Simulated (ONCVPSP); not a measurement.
ruthenium (Ru) ONCV: all-electron and pseudo phase curves

- Element: Ru
- Generator: ONCVPSP 4.0.1
- Type: optimised norm-conserving Vanderbilt (ONCV)
- Functional: BLYP
- Relativity: scalar-relativistic
- Frozen core: [Ar] 3d10
- Valence charge: 16
- Reference configuration: 4s2 4p6 4d7 5s1
- Partial waves: 4s+5s: rc 1.50 bohr, ncon 5, nbas 8, qcut 7.7 1/bohr, 2 projectors; 4p: rc 1.50 bohr, ncon 5, nbas 9, qcut 9.3 1/bohr, 2 projectors, debl 2.9 Ha; 4d: rc 1.95 bohr, ncon 4, nbas 9, qcut 7.4 1/bohr, 1 projector
- Local potential: polynomial inside 1.15 bohr (lpopt 1, dvloc0 3 Ha)
- Core correction: Teter function, fcfact 5, rcfact 1.55

The phase is arctan(r·R′/R) of the radial function R(r), unwrapped; energies in Ha, scanned from -4 to 5 Ha. A pole is an energy at which the radial function vanishes at the test radius. The pseudo phase is shifted by a multiple of π to meet the all-electron one at the reference energy, and phase errors are pseudo minus all-electron; the curves can meet again beyond the range given. Levels narrower than the energy grid can be missing from the lists of poles.

Task: For each channel, where are the poles, and over which energies does the pseudopotential scatter like the atom?

Result:

| channel | radius (bohr) | reference energy (Ha) | poles, all-electron | poles, pseudo | unbroken range about the reference energy with phases within 0.05 rad | phase error 1 Ha above the reference energy (rad) |
| --- | --- | --- | --- | --- | --- | --- |
| s | 1.52 | -0.16 | -2.00 | -2.00 | the whole range | -0.000 |
| p | 1.52 | -1.70 | -0.58 | -0.58 | the whole range | -0.000 |
| d | 1.98 | -0.19 | 0.45 | 0.45 | below 2.0 | +0.004 |

Phases in the d channel:

```json
{"E (Ha)": "-3.98", "all-electron": "1.347", "pseudo": "1.347"}
{"E (Ha)": "-3.74", "all-electron": "1.337", "pseudo": "1.338"}
{"E (Ha)": "-3.50", "all-electron": "1.327", "pseudo": "1.327"}
{"E (Ha)": "-3.26", "all-electron": "1.314", "pseudo": "1.315"}
{"E (Ha)": "-3.02", "all-electron": "1.300", "pseudo": "1.301"}
{"E (Ha)": "-2.78", "all-electron": "1.284", "pseudo": "1.284"}
{"E (Ha)": "-2.54", "all-electron": "1.264", "pseudo": "1.265"}
{"E (Ha)": "-2.30", "all-electron": "1.239", "pseudo": "1.240"}
{"E (Ha)": "-2.06", "all-electron": "1.208", "pseudo": "1.209"}
{"E (Ha)": "-1.82", "all-electron": "1.167", "pseudo": "1.169"}
{"E (Ha)": "-1.58", "all-electron": "1.110", "pseudo": "1.112"}
{"E (Ha)": "-1.34", "all-electron": "1.025", "pseudo": "1.027"}
{"E (Ha)": "-1.10", "all-electron": "0.882", "pseudo": "0.885"}
{"E (Ha)": "-0.86", "all-electron": "0.604", "pseudo": "0.608"}
{"E (Ha)": "-0.62", "all-electron": "0.014", "pseudo": "0.017"}
{"E (Ha)": "-0.38", "all-electron": "-0.756", "pseudo": "-0.755"}
{"E (Ha)": "-0.14", "all-electron": "-1.192", "pseudo": "-1.192"}
{"E (Ha)": "0.10", "all-electron": "-1.404", "pseudo": "-1.404"}
{"E (Ha)": "0.34", "all-electron": "-1.529", "pseudo": "-1.528"}
{"E (Ha)": "0.58", "all-electron": "-1.617", "pseudo": "-1.615"}
{"E (Ha)": "0.82", "all-electron": "-1.690", "pseudo": "-1.687"}
{"E (Ha)": "1.06", "all-electron": "-1.761", "pseudo": "-1.755"}
{"E (Ha)": "1.30", "all-electron": "-1.838", "pseudo": "-1.829"}
{"E (Ha)": "1.54", "all-electron": "-1.933", "pseudo": "-1.918"}
{"E (Ha)": "1.78", "all-electron": "-2.067", "pseudo": "-2.040"}
{"E (Ha)": "2.02", "all-electron": "-2.282", "pseudo": "-2.227"}
{"E (Ha)": "2.26", "all-electron": "-2.657", "pseudo": "-2.545"}
{"E (Ha)": "2.50", "all-electron": "-3.233", "pseudo": "-3.057"}
{"E (Ha)": "2.74", "all-electron": "-3.764", "pseudo": "-3.614"}
{"E (Ha)": "2.98", "all-electron": "-4.083", "pseudo": "-3.985"}
{"E (Ha)": "3.22", "all-electron": "-4.264", "pseudo": "-4.198"}
{"E (Ha)": "3.46", "all-electron": "-4.375", "pseudo": "-4.327"}
{"E (Ha)": "3.70", "all-electron": "-4.451", "pseudo": "-4.412"}
{"E (Ha)": "3.94", "all-electron": "-4.505", "pseudo": "-4.472"}
{"E (Ha)": "4.18", "all-electron": "-4.546", "pseudo": "-4.517"}
{"E (Ha)": "4.42", "all-electron": "-4.580", "pseudo": "-4.553"}
{"E (Ha)": "4.66", "all-electron": "-4.607", "pseudo": "-4.581"}
{"E (Ha)": "4.90", "all-electron": "-4.630", "pseudo": "-4.605"}
```
